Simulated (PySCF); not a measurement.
A structure optimised at B3LYP-D3(BJ)/def2-TZVP, used in a PySCF frequency run:

```
S
F 1 1.5137
F 1 1.5137 2 99.66
F 1 1.5137 2 99.66 3 101.63
```
Charge +1, spin multiplicity 1.

Q: Write its SMILES, formula and point group.

A: F[S+](F)F, F3S, C3v

Q: What are its rotational constants (standard atomic weights)?

A: 8.2514, 8.2514, 4.9708 GHz
